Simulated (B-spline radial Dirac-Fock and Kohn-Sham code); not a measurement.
# Binding energies of Kr²²⁺ at several levels of theory

System: Kr²²⁺, [Ne] 3s2 3p2.

The density-functional columns are spherical, spin-unpolarised Dirac-Kohn-Sham results without Breit or QED terms: −ε is minus the orbital energy of the initial state and ΔSCF the difference of two total energies. The reference in the last column comes from relaxed Dirac-Fock hole states (ΔSCF) with Breit and QED corrections and a finite nucleus. All numbers are from a radial finite-basis atomic code, in eV; a selection of levels is shown. For the 1s level of heavy atoms much of the gap between ΔSCF and the reference is the Breit and QED part, -33.1 eV here; for other levels the error of the functional can be larger.

| level | LDA −ε | LDA ΔSCF | Dirac-Fock |
| --- | --- | --- | --- |
| K | 15105.6 | 15360.3 | 15330.8 |
| L1 | 2800.8 | 2861.5 | 2891.3 |
| L2 | 2632.3 | 2703.2 | 2699.3 |
| L3 | 2577.2 | 2646.5 | 2645.0 |
| M1 | 1030.6 | 1055.6 | 1053.2 |
| M2,3 | 965.3 | 990.9 | 988.9 |

Values without a named source are computed, but for edge energies of neutral atoms, which are taken from tables.
